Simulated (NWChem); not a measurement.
System: Sr

All runs: NWChem. def2 effective core potentials on Sr; no spin-orbit coupling. Ions are spin-unrestricted doublets at the neutral geometry; other ion states weren't tried.

Question: Estimate the computed values for LRC-wPBEh/def2-SVPD. Quantities: vertical ionisation energy, ΔSCF (eV); −ε(HOMO) (eV).

Answer: 
| Item | Result |
|---|---|
| vertical ionisation energy, ΔSCF (eV) | 5.54 |
| −ε(HOMO) (eV) | 5.44 |
